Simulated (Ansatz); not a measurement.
Two isomers of C2H4BFO: A = `CC1(F)BO1`, B = `C=C(O)BF`.

Isolated molecules relaxed with PBE0-D4/def2-TZVP in Ansatz; ΔE leaves out vibrations. CCSD(T)/CBS is the MP2 limit (def2-TZVPP, def2-QZVPP) plus CCSD(T) − MP2 in def2-TZVPP, frozen cores. Functionals use def2-TZVPP. B3LYP here is the variant with VWN-RPA as its local correlation; programs differ in this. Each species was taken in one conformer, which may not be the lowest.

Task: Which is lower in electronic energy at CCSD(T)/CBS, and by how much? (Best estimate.)

Result: The calculation gave: B, by 25.8 kcal/mol.

Task: Give E(B) − E(A) in kcal/mol with PBE0-D4, LDA (SPW92), CCSD(T)/def2-SVP, BLYP-D4, r2SCAN-D4, HF/def2-TZVPP, B3LYP-D4. (Best estimate.)

Result: The calculation gave: PBE0-D4 -22.8, LDA (SPW92) -20.0, CCSD(T)/def2-SVP -23.3, BLYP-D4 -26.6, r2SCAN-D4 -23.2, HF/def2-TZVPP -31.0, B3LYP-D4 -26.7. None reverses the order clearly.

Task: Does the order hold for the free energy at 298.15 K (harmonic terms from PBE0-D4)? (Best estimate.)

Result: The calculation gave: Yes: G(B) − G(A) = -26.2 kcal/mol, for one conformer each.

Largest T1 diagnostic: 0.015.

From BLYP to BHLYP (50 % exact exchange), in def2-TZVPP and without D4, E(B) − E(A) moves by −1.1 kcal/mol. In def2-TZVPP, CCSD(T) changes the Hartree–Fock value by +5.2 kcal/mol (the triples alone add +0.4 kcal/mol) and MP2 by +6.0 kcal/mol.
